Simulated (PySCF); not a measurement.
`BP[SiH2]P`. Method used: PBE0-D3(BJ)/def2-SVP geometry optimisation, gas phase in PySCF.

```
atom  x, y, z in Å
B1     2.0955    0.4695   -0.3903
P2     0.7999   -0.6359   -1.1100
Si3   -0.9550   -0.6771    0.2886
P4    -1.4249    1.4987    0.7195
H5     3.2622    0.1994   -0.5344
H6     1.7552    1.5245    0.0868
H7     1.3184   -1.9575   -1.1210
H8    -2.0731   -1.4094   -0.3798
H9    -0.6490   -1.3726    1.5757
H10   -1.7448    1.7711   -0.6477
H11   -2.7826    1.2110    1.0686
```

Problem. Give the dihedral angles H7–P2–Si3–H9, H9–Si3–P4–H11, H7–P2–Si3–P4, P2–Si3–P4–H11, P2–Si3–P4–H10.

Solution. H7–P2–Si3–H9 47° (synclinal); H9–Si3–P4–H11 -82° (synclinal); H7–P2–Si3–P4 166° (antiperiplanar); P2–Si3–P4–H11 157° (antiperiplanar); P2–Si3–P4–H10 63° (synclinal). Dihedral signs follow IUPAC: positive where, seen along the central bond, the front bond turns clockwise onto the rear one.

Problem. What is the longest distance between nuclei?

Solution. H5···H11, 6.34 Å; the next longest distance is 5.63 Å.

Problem. Work out the bond lengths B1–H5, P2–Si3, Si3–P4, P4–H11 in bohr.

Solution. For B1–H5 the difference vector is (1.1667, -0.2701, -0.1441) Å, of length 1.2062 Å. 1 bohr = 0.529177 Å. B1–H5 2.279; P2–Si3 4.241; Si3–P4 4.285; P4–H11 2.704 bohr.

Problem. How far apart are these pairs, which share no bond: Si3···H10, P4···H5, H8···H9, H10···H11?

Solution. Si3···H10 2.738 Å (2 bonds apart); P4···H5 5.023 Å (4 bonds apart); H8···H9 2.419 Å (2 bonds apart); H10···H11 2.082 Å (2 bonds apart).

Problem. Where is the centre of mass (commonest isotopes), and what is the radius of gyration?

Solution. Mass 107.989 u; centre at (-0.222, 0.120, -0.077) Å; Rg = √(Σ m r²/M) = 1.817 Å. As Ia + Ib + Ic = 2 Σ m r², the three principal moments sum to 712.8 u·Å².

Problem. Write the matrix of distances between heavy atoms (Å, lower triangle).

Solution. 
```
B1    0.000
P2    1.849  0.000
Si3   3.329  2.244  0.000
P4    3.832  3.585  2.267  0.000
```

Whether it is a minimum is left open (no frequencies). The numbers are those of one conformer.
